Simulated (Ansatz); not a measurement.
Input and output for C₅H₁₆BNSi, SMILES `BN([SiH2]C)C(C)(C)C`.

```yaml
crystal:
  periodic: [false, false, false]
  atoms:
    - {symbol: B, position_ang: [-1.233250, -1.338557, 0.195230]}
    - {symbol: N, position_ang: [-0.537375, -0.585502, -0.183582]}
    - {symbol: Si, position_ang: [0.277691, -0.302897, 2.049254]}
    - {symbol: C, position_ang: [-0.975411, 0.885779, 2.655226]}
    - {symbol: C, position_ang: [0.359931, 0.170809, -0.933077]}
    - {symbol: C, position_ang: [1.532789, -0.647961, -1.133718]}
    - {symbol: C, position_ang: [0.370522, 1.435043, -0.939671]}
    - {symbol: C, position_ang: [-0.192639, -0.301839, -2.262373]}
    - {symbol: H, position_ang: [-1.728380, -1.893864, 1.128494]}
    - {symbol: H, position_ang: [-1.912852, -1.864757, -0.757743]}
    - {symbol: H, position_ang: [-0.102393, -1.699337, 2.665605]}
    - {symbol: H, position_ang: [1.676481, 0.247591, 1.696771]}
    - {symbol: H, position_ang: [-2.141990, 0.402974, 2.683359]}
    - {symbol: H, position_ang: [-0.858536, 1.023153, 3.593961]}
    - {symbol: H, position_ang: [-0.992468, 1.984064, 2.152817]}
    - {symbol: H, position_ang: [2.370172, -0.286519, -0.363032]}
    - {symbol: H, position_ang: [2.533086, -0.119384, -2.165175]}
    - {symbol: H, position_ang: [1.723537, -1.692115, -1.111097]}
    - {symbol: H, position_ang: [0.554116, 1.690183, 0.133132]}
    - {symbol: H, position_ang: [-0.741776, 1.674924, -0.484988]}
    - {symbol: H, position_ang: [0.850766, 1.894749, -1.422462]}
    - {symbol: H, position_ang: [0.289063, 0.263927, -3.159474]}
    - {symbol: H, position_ang: [-0.413755, -1.603483, -2.342810]}
    - {symbol: H, position_ang: [-1.280007, -0.365926, -2.347233]}
basis:
  gaussian: {orbitals: def2-mTZVP}
total_charge: -1
magnetization: {spin_polarized: true, initial_magnetization: 1}
hamiltonian: {xc: {name: B2PLYP}}
accuracy: high
scf: {lower_state_search: off}
```

```sh
$ ansatz run in.yaml --threads 4 --pin off --events-out ev --progress --plain --max-ram 41984MiB --backend cpu
```

Shortened log:

```
Functional definition: B2PLYP
4518 factors; integrals over basis functions are off by at most 2.5e-8 eV
mean field evaluation 1: about -15441.6989 eV, gradient 5.0e1 eV
mean field evaluation 2: about -15441.6932 eV, gradient 5.0e1 eV
mean field evaluation 4: about -15452.4525 eV, gradient 1.3e1 eV
mean field evaluation 8: about -15453.2324 eV, gradient 3.5e-1 eV
mean field evaluation 16: about -15453.2352 eV, gradient 2.4e-3 eV
mean field evaluation 32: about -15453.2352 eV, gradient 2.5e-6 eV
mean field -15453.23522982 eV, -567.8959201169 hartree, gradient 6.8e-8 eV, S^2 0.760205; 0 other end points of the search recorded, 0 dependent functions left out
12 core orbitals not correlated: weight in the atoms' cores, before any rotation towards them, 1.000 or more for the frozen orbitals, at most 0.000 for the correlated occupied ones
reference -15453.23526757 eV, -567.8959215042 hartree; 25, 24 occupied and 166, 167 virtual orbitals, 4518 factors
second order -37.20252229 eV of doubles, -0.00000000 eV of singles
Total energy: -15463.27994859 eV, -568.2650567231 hartree
Checks for a lower state left out: stability, starts, cluster_reference, orbital_swaps, neighbouring_geometries, increment
```

Hardware: 4 threads of an AMD EPYC 7R13 on a shared host. Wall time 21 s, peak host memory 1.3 GiB.
